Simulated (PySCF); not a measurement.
Dipole response of Cr²⁺ (chromium, charge +2)

[Ar] 3d4, high-spin 5D determinant. Calculation: PySCF 2.14, in aug-cc-pVTZ (8s7p5d3f2g, 93 functions); the non-relativistic Hamiltonian (point nucleus). Coupled (time-dependent) response in atomic units; α is the mean over directions.

| method | mean α (bohr³) | α xx, yy, zz | C₆ (like pair) | S(−4) |
| --- | --- | --- | --- | --- |
| UHF | 3.592 | 3.384, 3.384, 4.007 | 10.68 | 6.510 |
| PBE | 4.565 | 4.273, 4.273, 5.150 | 13.67 | 14.27 |
| PBE0 | 4.201 | 3.941, 3.941, 4.722 | 12.55 | 10.90 |

S(−4) is the Cauchy moment in α(ω) = α(0) + S(−4) ω² + …

α(iu) at PBE:

```
u (hartree)  α(iu) (bohr³)
          0          4.565
     0.0500          4.530
      0.100          4.430
      0.200          4.102
      0.300          3.715
      0.500          3.033
      0.750          2.427
       1.00          1.999
       1.50          1.431
       2.00          1.071
       3.00         0.6566
       5.00         0.3147
```

A single London oscillator, α(iu) = α/(1 + u²/ω²), gives C₆ = (3/4) ω α². Matching the computed C₆ needs ω = 4 × 13.67 / (3 × 4.565²) = 0.875 hartree.

For an ion, C₆ is the dispersion term alone; charge-induced terms of lower order in 1/R come first.

The components differ because the open shell of this determinant is not spherical; for a pure term their mean is the scalar polarisability.
